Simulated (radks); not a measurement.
Values are calculated unless marked as measured or tabulated.
Charge is removed step by step from the 3p down level of Zn+, starting from [Ne] 3s2 3p(up 3, down 3) 3d10 4s1. Level of theory: non-relativistic Kohn-Sham, r2SCAN, spin-polarised, spherical densities, point nucleus; open shells are filled with parallel spins first; meta-GGA in the generalised Kohn-Sham scheme (a radial shooting solver on a logarithmic mesh with Libxc functionals).

| removed (e) | E - E(0) (eV) | eigenvalue (eV) | E minus straight line (eV) |
|---|---|---|---|
| 0 | 0.000 | -94.492 | 0.000 |
| 0.1 | 9.537 | -96.261 | -0.842 |
| 0.2 | 19.253 | -98.065 | -1.505 |
| 0.3 | 29.152 | -99.903 | -1.986 |
| 0.4 | 39.235 | -101.77 | -2.281 |
| 0.5 | 49.507 | -103.67 | -2.388 |
| 0.6 | 59.970 | -105.60 | -2.304 |
| 0.7 | 70.628 | -107.55 | -2.026 |
| 0.8 | 81.482 | -109.53 | -1.550 |
| 0.9 | 92.535 | -111.54 | -0.876 |
| 1 | 103.79 | -113.57 | 0.000 |

Removing the whole electron costs 103.79 eV by Delta-SCF, against 94.492 eV from minus the eigenvalue at the starting occupation. Slater's transition state (half an electron removed) gives 103.67 eV. Integrating minus the eigenvalue over the occupation (Janak's theorem) gives 103.79 eV. The mean slope of the eigenvalue, de/dn, is 19.1 eV per electron.
